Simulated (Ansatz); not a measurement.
A short molecular-dynamics run on `c1ccc2c(c1)CCCC2`.

```yaml
crystal:
  periodic: [false, false, false]
  atoms:
    - {symbol: C, position_ang: [-1.220170, 0.185357, -2.600125]}
    - {symbol: C, position_ang: [-0.767925, -1.125425, -2.535221]}
    - {symbol: C, position_ang: [-0.117087, -1.564826, -1.397087]}
    - {symbol: C, position_ang: [0.096459, -0.721259, -0.308963]}
    - {symbol: C, position_ang: [-0.361338, 0.596216, -0.372948]}
    - {symbol: C, position_ang: [-1.014493, 1.029865, -1.524708]}
    - {symbol: C, position_ang: [-0.186524, 1.546152, 0.782664]}
    - {symbol: C, position_ang: [0.864871, 1.089499, 1.779842]}
    - {symbol: C, position_ang: [0.650656, -0.372875, 2.131191]}
    - {symbol: C, position_ang: [0.835739, -1.239092, 0.896757]}
    - {symbol: H, position_ang: [-1.730051, 0.546383, -3.486064]}
    - {symbol: H, position_ang: [-0.923236, -1.801085, -3.368629]}
    - {symbol: H, position_ang: [0.237238, -2.589987, -1.342049]}
    - {symbol: H, position_ang: [-1.365739, 2.056463, -1.572136]}
    - {symbol: H, position_ang: [-1.149417, 1.646055, 1.300447]}
    - {symbol: H, position_ang: [0.051672, 2.542799, 0.399267]}
    - {symbol: H, position_ang: [1.864669, 1.213448, 1.346997]}
    - {symbol: H, position_ang: [0.828070, 1.716562, 2.674706]}
    - {symbol: H, position_ang: [-0.363575, -0.503502, 2.526894]}
    - {symbol: H, position_ang: [1.340024, -0.691603, 2.917655]}
    - {symbol: H, position_ang: [1.905196, -1.290381, 0.654164]}
    - {symbol: H, position_ang: [0.524939, -2.268763, 1.097350]}
basis:
  gaussian: {orbitals: def2-SVP}
hamiltonian: {xc: {name: PBE}, dispersion: d4}
md: {timestep: 1 fs, n_steps: 20, ensemble: nvt_nose_hoover, temperature: 700, initial_velocities: maxwell_boltzmann, seed: 244}
```

```sh
$ ansatz run in.yaml --threads 4 --pin off --events-out ev --progress --plain --max-ram 46080MiB --backend cuda --devices 0, --max-vram 37GiB
```

| step | time (fs) | potential energy (eV) | kinetic (eV) | T (K) | conserved (eV) |
| --- | --- | --- | --- | --- | --- |
| 0 | 0.0 | -10545.1775 | 1.8096 | 700 | -10543.3679 |
| 1 | 1.0 | -10545.0442 | 1.6843 | 652 | -10543.3599 |
| 2 | 2.0 | -10544.7606 | 1.4110 | 546 | -10543.3497 |
| 3 | 3.0 | -10544.4780 | 1.1302 | 437 | -10543.3479 |
| 4 | 4.0 | -10544.2366 | 0.8890 | 344 | -10543.3479 |
| 5 | 5.0 | -10544.0416 | 0.6965 | 269 | -10543.3455 |
| 6 | 6.0 | -10543.9214 | 0.5765 | 223 | -10543.3456 |
| 7 | 7.0 | -10543.8769 | 0.5300 | 205 | -10543.3478 |
| 8 | 8.0 | -10543.8913 | 0.5477 | 212 | -10543.3449 |
| 9 | 9.0 | -10544.0132 | 0.6726 | 260 | -10543.3423 |
| 10 | 10.0 | -10544.2656 | 0.9147 | 354 | -10543.3534 |
| 11 | 11.0 | -10544.4913 | 1.1323 | 438 | -10543.3624 |
| 12 | 12.0 | -10544.5559 | 1.2038 | 466 | -10543.3568 |
| 13 | 13.0 | -10544.5223 | 1.1785 | 456 | -10543.3498 |
| 14 | 14.0 | -10544.4857 | 1.1435 | 442 | -10543.3497 |
| 15 | 15.0 | -10544.4532 | 1.1120 | 430 | -10543.3502 |
| 16 | 16.0 | -10544.4147 | 1.0760 | 416 | -10543.3492 |
| 17 | 17.0 | -10544.3766 | 1.0379 | 401 | -10543.3507 |
| 18 | 18.0 | -10544.3172 | 0.9775 | 378 | -10543.3533 |
| 19 | 19.0 | -10544.2095 | 0.8741 | 338 | -10543.3505 |
| 20 | 20.0 | -10544.1029 | 0.7747 | 300 | -10543.3447 |

Velocities are drawn at the set temperature; a run this short doesn't reach equilibrium.

Frames (Å, forces in eV/Å):

```xyz
22
time=0.0 fs
C    -1.220    0.185   -2.600   -0.127    0.071   -0.229
C    -0.768   -1.125   -2.535   -0.047   -0.153   -0.219
C    -0.117   -1.565   -1.397    0.077   -0.241   -0.007
C     0.096   -0.721   -0.309    0.240   -0.283    0.377
C    -0.361    0.596   -0.373    0.033    0.412    0.330
C    -1.014    1.030   -1.525   -0.091    0.234   -0.029
C    -0.187    1.546    0.783    0.218   -0.220   -0.015
C     0.865    1.089    1.780   -0.220   -0.116   -0.030
C     0.651   -0.373    2.131    0.130    0.073   -0.201
C     0.836   -1.239    0.897   -0.199    0.229    0.064
H    -1.730    0.546   -3.486   -0.281    0.198   -0.490
H    -0.923   -1.801   -3.369   -0.087   -0.372   -0.460
H     0.237   -2.590   -1.342    0.192   -0.546    0.030
H    -1.366    2.056   -1.572   -0.189    0.547   -0.023
H    -1.149    1.646    1.300   -0.477    0.070    0.241
H     0.052    2.543    0.399    0.082    0.510   -0.178
H     1.865    1.213    1.347    0.497    0.075   -0.195
H     0.828    1.717    2.675    0.010    0.319    0.444
H    -0.364   -0.504    2.527   -0.490   -0.071    0.214
H     1.340   -0.692    2.918    0.321   -0.163    0.411
H     1.905   -1.290    0.654    0.522   -0.050   -0.124
H     0.525   -2.269    1.097   -0.117   -0.526    0.089
22
time=2.0 fs
C    -1.214    0.187   -2.586   -0.264    0.059   -0.612
C    -0.776   -1.119   -2.540    0.412    0.045    1.158
C    -0.110   -1.561   -1.400    0.422   -2.013   -0.359
C     0.126   -0.727   -0.309   -0.337    0.434    0.568
C    -0.375    0.596   -0.355    0.313   -0.138   -1.073
C    -1.018    1.038   -1.536    0.443    0.448    1.448
C    -0.177    1.543    0.772   -1.322    0.197    0.553
C     0.849    1.076    1.764    1.960   -0.376   -1.784
C     0.647   -0.394    2.107   -0.409    1.630    1.691
C     0.832   -1.218    0.937    0.624   -1.465   -2.127
H    -1.716    0.554   -3.455   -0.582    0.355   -1.039
H    -0.981   -1.796   -3.327   -0.216   -0.968   -1.261
H     0.214   -2.662   -1.393   -0.201    1.274    0.236
H    -1.350    2.078   -1.583   -0.158    0.281   -0.054
H    -1.189    1.648    1.258    0.335   -0.088    0.157
H    -0.007    2.559    0.402    0.373    0.443   -0.237
H     1.922    1.265    1.289   -1.536   -0.597    0.677
H     0.870    1.665    2.635   -0.170    1.266    1.745
H    -0.364   -0.560    2.548   -0.011    0.234   -0.008
H     1.364   -0.674    2.879    0.320   -0.230    0.538
H     1.930   -1.257    0.714   -0.207   -0.302   -0.064
H     0.473   -2.234    1.159    0.212   -0.492   -0.155
22
time=4.0 fs
C    -1.208    0.189   -2.575   -1.016    0.594   -1.947
C    -0.783   -1.113   -2.541    0.369   -1.164    0.653
C    -0.101   -1.562   -1.404    0.326   -2.197   -0.504
C     0.154   -0.731   -0.307   -0.934    0.844    0.467
C    -0.388    0.596   -0.341    0.648   -0.586   -2.102
C    -1.020    1.047   -1.542    0.657    0.902    2.345
C    -0.171    1.541    0.763   -2.265    1.172    0.662
C     0.840    1.063    1.743    2.490    0.850   -0.256
C     0.642   -0.409    2.088   -0.518    3.099    4.365
C     0.831   -1.201    0.970    1.132   -3.649   -4.336
H    -1.723    0.574   -3.460   -0.156   -0.008   -0.327
H    -1.046   -1.823   -3.328    0.108   -0.084   -0.318
H     0.183   -2.689   -1.435   -0.118    1.634    0.450
H    -1.340    2.109   -1.597   -0.013   -0.308   -0.025
H    -1.218    1.647    1.221    0.785   -0.162    0.216
H    -0.052    2.591    0.396    0.500   -0.275   -0.033
H     1.925    1.294    1.254   -1.830   -0.943    0.818
H     0.906    1.658    2.654   -0.339    0.485    0.483
H    -0.365   -0.608    2.569    0.389    0.516   -0.212
H     1.399   -0.665    2.861   -0.200   -0.089    0.169
H     1.948   -1.234    0.771   -0.612   -0.494   -0.116
H     0.430   -2.218    1.214    0.596   -0.137   -0.453
22
time=6.0 fs
C    -1.205    0.193   -2.570   -1.530    1.079   -2.742
C    -0.789   -1.111   -2.540    0.073   -2.070   -0.052
C    -0.092   -1.571   -1.410   -0.089   -0.646   -0.321
C     0.179   -0.732   -0.303   -1.492    0.853    0.003
C    -0.399    0.593   -0.333    1.017   -0.772   -2.519
C    -1.021    1.059   -1.541    0.689    0.704    2.332
C    -0.172    1.543    0.755   -2.374    1.603    0.586
C     0.838    1.051    1.721    1.659    1.874    1.992
C     0.635   -0.415    2.083   -0.167    3.846    5.634
C     0.832   -1.196    0.989    1.025   -4.706   -5.330
H    -1.736    0.593   -3.478    0.300   -0.372    0.443
H    -1.106   -1.853   -3.342    0.544    0.834    0.657
H     0.150   -2.658   -1.460    0.311    0.398    0.535
H    -1.331    2.129   -1.610    0.039   -0.514    0.055
H    -1.217    1.640    1.194    0.569   -0.115    0.462
H    -0.078    2.613    0.389    0.583   -0.722    0.088
H     1.862    1.288    1.250   -0.696   -0.872    0.360
H     0.929    1.669    2.692   -0.526   -0.414   -1.034
H    -0.352   -0.637    2.582    0.253    0.648   -0.161
H     1.427   -0.660    2.849   -0.594    0.032   -0.046
H     1.944   -1.231    0.823   -0.340   -0.608   -0.302
H     0.409   -2.207    1.253    0.746   -0.060   -0.637
22
time=8.0 fs
C    -1.208    0.200   -2.573   -1.267    0.999   -2.169
C    -0.795   -1.114   -2.539   -0.090   -1.605    0.013
C    -0.082   -1.581   -1.416   -0.604    1.870    0.050
C     0.200   -0.731   -0.300   -1.908    0.551   -0.650
C    -0.407    0.588   -0.334    1.363   -0.629   -2.265
C    -1.019    1.073   -1.532    0.611   -0.320    1.465
C    -0.181    1.549    0.750   -1.638    1.005    0.528
C     0.842    1.046    1.705   -1.090    1.688    3.579
C     0.628   -0.409    2.096    0.499    3.290    4.234
C     0.837   -1.206    0.992    0.362   -3.769   -4.338
H    -1.738    0.599   -3.481    0.295   -0.363    0.441
H    -1.147   -1.854   -3.334    0.654    0.834    0.686
H     0.128   -2.614   -1.466    0.825   -1.731    0.472
H    -1.321    2.132   -1.622   -0.048   -0.153    0.154
H    -1.197    1.628    1.184   -0.172    0.019    0.793
H    -0.081    2.609    0.385    0.599   -0.485   -0.003
H     1.776    1.250    1.257    2.043   -0.313   -0.851
H     0.932    1.666    2.694   -0.499   -0.496   -1.332
H    -0.331   -0.641    2.590   -0.372    0.576    0.148
H     1.433   -0.653    2.836   -0.491    0.043    0.175
H     1.929   -1.250    0.864    0.381   -0.616   -0.501
H     0.415   -2.200    1.267    0.547   -0.395   -0.627
22
time=10.0 fs
C    -1.214    0.211   -2.583   -0.363    0.343   -0.540
C    -0.801   -1.123   -2.538    0.030    0.015    0.781
C    -0.075   -1.586   -1.422   -0.521    1.782    0.326
C     0.215   -0.728   -0.298   -2.081    0.120   -1.201
C    -0.410    0.582   -0.341    1.585   -0.214   -1.438
C    -1.015    1.086   -1.519    0.387   -1.473    0.104
C    -0.194    1.559    0.747   -0.772   -0.271    0.639
C     0.842    1.046    1.700   -1.835    1.205    2.786
C     0.622   -0.392    2.122    0.846    1.756    1.457
C     0.844   -1.227    0.981   -0.103   -1.732   -2.273
H    -1.730    0.593   -3.469   -0.150   -0.004   -0.293
H    -1.163   -1.826   -3.301    0.323   -0.060   -0.200
H     0.136   -2.629   -1.452    0.719   -1.335    0.419
H    -1.313    2.129   -1.628   -0.160    0.347    0.253
H    -1.182    1.618    1.204   -0.669    0.159    0.873
H    -0.062    2.587    0.380    0.521    0.205   -0.210
H     1.762    1.199    1.234    2.481   -0.137   -1.053
H     0.917    1.646    2.647   -0.238    0.199   -0.416
H    -0.323   -0.624    2.604   -0.844    0.410    0.363
H     1.422   -0.645    2.831   -0.007   -0.032    0.654
H     1.927   -1.293    0.886    0.715   -0.461   -0.561
H     0.442   -2.208    1.258    0.135   -0.822   -0.471
22
time=12.0 fs
C    -1.221    0.222   -2.594    0.460   -0.365    0.916
C    -0.807   -1.132   -2.534    0.224    1.616    1.444
C    -0.069   -1.586   -1.428    0.001   -0.248    0.575
C     0.222   -0.725   -0.301   -1.983   -0.337   -1.455
C    -0.408    0.574   -0.353    1.619    0.295   -0.310
C    -1.010    1.094   -1.506   -0.063   -1.796   -1.328
C    -0.211    1.568    0.745   -0.531   -1.182    0.947
C     0.837    1.050    1.704    0.615    0.442   -0.602
C     0.619   -0.370    2.152    0.463   -0.075   -0.470
C     0.850   -1.255    0.963    0.100   -0.249   -0.337
H    -1.728    0.585   -3.468   -0.512    0.300   -0.874
H    -1.168   -1.800   -3.276   -0.111   -1.011   -1.152
H     0.171   -2.691   -1.424    0.151    0.878    0.265
H    -1.311    2.137   -1.624   -0.119    0.297    0.363
H    -1.190    1.613    1.256   -0.222    0.261    0.365
H    -0.024    2.573    0.368    0.296    0.509   -0.229
H     1.835    1.142    1.176   -0.385   -0.202    0.444
H     0.893    1.635    2.587    0.162    1.404    1.299
H    -0.346   -0.590    2.630   -0.432    0.344    0.120
H     1.409   -0.638    2.850    0.256   -0.051    0.851
H     1.950   -1.353    0.887    0.153   -0.137   -0.476
H     0.474   -2.247    1.231   -0.144   -0.694   -0.355
22
time=14.0 fs
C    -1.228    0.233   -2.603    0.448   -0.556    0.919
C    -0.812   -1.136   -2.526   -0.168    1.525    0.518
C    -0.063   -1.586   -1.431    0.283   -1.103    0.796
C     0.224   -0.722   -0.308   -1.654   -0.746   -1.330
C    -0.401    0.568   -0.366    1.445    0.731    0.725
C    -1.005    1.097   -1.497   -0.571   -1.314   -2.372
C    -0.229    1.573    0.747   -0.271   -1.118    1.026
C     0.833    1.055    1.707    1.849    0.391   -1.445
C     0.617   -0.347    2.182    0.151   -1.573   -0.959
C     0.856   -1.283    0.943    0.305    0.198    0.978
H    -1.743    0.588   -3.497   -0.184    0.113   -0.267
H    -1.174   -1.808   -3.291    0.129   -0.552   -0.579
H     0.212   -2.722   -1.385   -0.223    1.826   -0.007
H    -1.312    2.156   -1.607    0.039   -0.226    0.425
H    -1.207    1.619    1.322    0.465    0.310   -0.364
H     0.026    2.575    0.348   -0.131   -0.012    0.089
H     1.897    1.079    1.132   -1.853    0.132    1.234
H     0.875    1.674    2.571    0.402    1.281    1.148
H    -0.384   -0.543    2.660    0.363    0.287   -0.292
H     1.405   -0.633    2.900   -0.091    0.106    0.423
H     1.979   -1.418    0.869   -0.547    0.233   -0.343
H     0.502   -2.310    1.189   -0.184    0.065   -0.322
22
time=16.0 fs
C    -1.232    0.241   -2.610    0.071   -0.585    0.257
C    -0.818   -1.135   -2.517   -0.602    0.615   -0.892
C    -0.056   -1.590   -1.432    0.082   -0.411    0.731
C     0.220   -0.723   -0.319   -1.176   -0.978   -0.826
C    -0.390    0.564   -0.377    1.046    1.030    1.315
C    -1.002    1.096   -1.495   -0.791   -0.830   -2.641
C    -0.248    1.575    0.751    0.514   -0.777    0.782
C     0.836    1.062    1.705    1.772    1.326    0.146
C     0.616   -0.330    2.209    0.203   -2.288   -0.901
C     0.863   -1.311    0.927    0.058    0.411    1.538
H    -1.765    0.596   -3.535    0.341   -0.202    0.675
H    -1.176   -1.837   -3.327    0.567    0.452    0.580
H     0.246   -2.688   -1.346   -0.230    1.157   -0.237
H    -1.313    2.167   -1.573    0.111   -0.543    0.333
H    -1.207    1.636    1.374    0.604    0.281   -0.772
H     0.070    2.578    0.331   -0.564   -0.556    0.404
H     1.892    1.020    1.134   -1.760    0.534    1.132
H     0.871    1.759    2.595    0.437   -0.203   -0.567
H    -0.410   -0.486    2.680    0.708    0.088   -0.472
H     1.397   -0.623    2.966   -0.512    0.263   -0.181
H     1.988   -1.474    0.839   -0.676    0.498   -0.206
H     0.523   -2.371    1.136   -0.205    0.716   -0.198
22
time=18.0 fs
C    -1.237    0.248   -2.615   -0.032   -0.860    0.030
C    -0.826   -1.132   -2.510   -0.440    0.142   -1.320
C    -0.050   -1.594   -1.431   -0.729    1.679    0.203
C     0.213   -0.726   -0.333   -0.649   -0.908   -0.020
C    -0.375    0.563   -0.384    0.456    1.157    1.332
C    -1.001    1.092   -1.502   -0.568   -0.773   -2.074
C    -0.266    1.574    0.759    1.640   -0.825    0.361
C     0.843    1.073    1.704    0.148    1.587    1.690
C     0.616   -0.320    2.232    0.402   -2.177   -1.130
C     0.871   -1.337    0.915   -0.616    1.018    1.538
H    -1.776    0.596   -3.550    0.453   -0.250    0.895
H    -1.157   -1.850   -3.343    0.586    0.797    0.934
H     0.272   -2.613   -1.316    0.232   -0.967   -0.283
H    -1.309    2.158   -1.527    0.007   -0.340    0.094
H    -1.185    1.663    1.398    0.078    0.198   -0.654
H     0.094    2.560    0.329   -0.728   -0.483    0.414
H     1.823    0.982    1.176   -0.037    0.760    0.101
H     0.884    1.838    2.601    0.401   -1.117   -1.305
H    -0.411   -0.425    2.682    0.360   -0.222   -0.342
H     1.371   -0.604    3.026   -0.492    0.225   -0.443
H     1.973   -1.512    0.800   -0.149    0.586   -0.094
H     0.535   -2.407    1.075   -0.323    0.771    0.071
22
time=20.0 fs
C    -1.242    0.252   -2.620    0.252   -1.374    0.462
C    -0.835   -1.129   -2.507    0.190    0.361   -0.698
C    -0.045   -1.594   -1.429   -1.357    2.566   -0.465
C     0.203   -0.732   -0.347   -0.158   -0.475    0.986
C    -0.358    0.565   -0.387   -0.204    1.049    0.904
C    -1.002    1.085   -1.515   -0.054   -0.892   -0.932
C    -0.278    1.570    0.767    2.588   -1.331   -0.039
C     0.851    1.088    1.708   -2.481    1.116    2.713
C     0.617   -0.317    2.252    0.579   -1.578   -1.836
C     0.876   -1.360    0.908   -1.283    2.007    1.304
H    -1.770    0.587   -3.533    0.059    0.002    0.223
H    -1.116   -1.835   -3.326    0.209    0.310    0.286
H     0.306   -2.573   -1.297    0.482   -2.031   -0.323
H    -1.306    2.137   -1.478   -0.188    0.133   -0.190
H    -1.161    1.699    1.399   -0.735    0.090   -0.190
H     0.091    2.526    0.342   -0.521    0.218    0.088
H     1.756    0.971    1.221    2.668    0.593   -1.515
H     0.913    1.876    2.559    0.319   -1.061   -0.859
H    -0.398   -0.373    2.672   -0.393   -0.500   -0.067
H     1.326   -0.577    3.070   -0.028   -0.011   -0.229
H     1.952   -1.528    0.758    0.543    0.528   -0.010
H     0.535   -2.414    1.018   -0.487    0.280    0.386
```

Run time 34 s (4 threads of an AMD EPYC 7R13 on a shared host and a share of an NVIDIA H100 80 GB); peak host memory 1.2 GiB.
